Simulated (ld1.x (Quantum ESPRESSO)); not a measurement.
**Pseudopotential generation for Ta: RRKJ, PBE, scalar-relativistic.**

tantalum (Ta), norm-conserving RRKJ (Kleinman–Bylander form), made with ld1.x (Quantum ESPRESSO) 7.5 (PBE, scalar-relativistic). Core [Kr] 4d10 4f14, reference 5s2 5p6 5d3 6s1 6p1. Waves: 5p (bound): rc 2.10 bohr; 5d (bound): rc 1.70 bohr; 5s (bound): rc 1.70 bohr. Local part: the s channel. Core correction: a·sin(br)/r model core inside 0.95 bohr.

Occupied shells without a wave of their own: 6p, 6s. They enter only through the test configuration that unscreens the potential, and ld1.x also counts them in the model core charge.

(1) Estimate the cutoffs (Ry, on a coarse ladder) from which the occupation-weighted sum of valence levels, in a spherical-Bessel basis at the reference potential, stays within 10 and 1 mRy of its value at 400 Ry.

(2) What does a ghost test show?

(3) Tests: 5s2 5p6 5d3 6s2 6p0; 5s2 5p6 5d3 6s1 6p0; 5s2 5p6 5d3 6s0 6p0; 5s1 5p6 5d3 6s2 6p0; 5s2 5p6 5d3 6s1.5 6p0; 5s2 5p6 5d2 6s2 6p0; 5s2 5p6 5d4 6s1 6p0. Which has the largest error in its energy relative to the reference configuration, and how large is it?

Answers

(1) 50 Ry and 70 Ry.

(2) No extra level below or beside the all-electron valence levels (p, d, s, f tested).

(3) 5s2 5p6 5d3 6s0 6p0, with -2565 meV (all-electron minus pseudo) on +19.26 eV.

ld1.x takes every shell without a wave as core, so the model core holds the 6p, 6s electrons as well and exchange and correlation see them twice. This cancels in the reference configuration, but the file is broken for other ones, and its errors say nothing about a proper core correction.
